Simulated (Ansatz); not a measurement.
`CC(F)[SiH3]` + `CCOC#N` → `N#CO[SiH3]` + `CCC(C)F` at 400 K and 1 bar (formal exchange of groups at the Si–C bond).

Program: Ansatz. Geometries: PBE0-D4/def2-TZVP. ΔE: electronic, gas phase. CCSD(T)/CBS adds triple-zeta CCSD(T) − MP2 to the extrapolated MP2 energy (def2 sets, frozen cores). One conformer a species, not always the lowest.

| species | CCSD(T)/CBS energy (Eh) | H − E (kJ/mol) | S (J/(mol·K)) |
| --- | --- | --- | --- |
| `CC(F)[SiH3]` | -469.17172 | 245.4 | 349.3 |
| `CCOC#N` | -246.99416 | 234.9 | 338.3 |
| `N#CO[SiH3]` | -458.79584 | 124.5 | 327.0 |
| `CCC(C)F` | -257.43047 | 357.7 | 357.1 |

H − E and S are ideal-gas, rigid-rotor, harmonic terms from PBE0-D4/def2-TZVP, for one conformer and one mirror image of each species. 1 Eh = 2625.50 kJ/mol, R = 8.31446 J/(mol·K).

Question: By hand: ΔE, ΔH, ΔS and ΔG.

Answer: ΔE = (-458.79584) + (-257.43047) − (-469.17172) − (-246.99416) = -0.06043 Eh = -158.7 kJ/mol. Δ(H − E) = 124.5 + 357.7 − 245.4 − 234.9 = 1.9, so ΔH = -156.8 kJ/mol. ΔS = 327.0 + 357.1 − 349.3 − 338.3 = -3.5 J/(mol·K). ΔG = -156.8 − 400 × (-3.5)/1000 = -155.4 kJ/mol.

Question: By hand: the equilibrium constant, and the temperature at which ΔG would vanish if ΔH and ΔS stayed fixed.

Answer: log₁₀ K = −ΔG/(RT ln 10) = 20.3. ΔG = 0 at ΔH/ΔS = 44800 K, far beyond where these terms or the molecules hold.

The number of gas molecules stays the same, so ΔS is small and ΔH decides. A doubt of 5 kJ/mol in ΔE shifts log₁₀ K by 0.7 here. Other conformers and mirror images would add mixing entropy, several J/(mol·K) or more a flexible species. These are equilibria of isolated gas molecules and say nothing of rates. Largest T1 diagnostic: 0.014 (customary marks: 0.02 for closed shells, 0.045 for open ones).
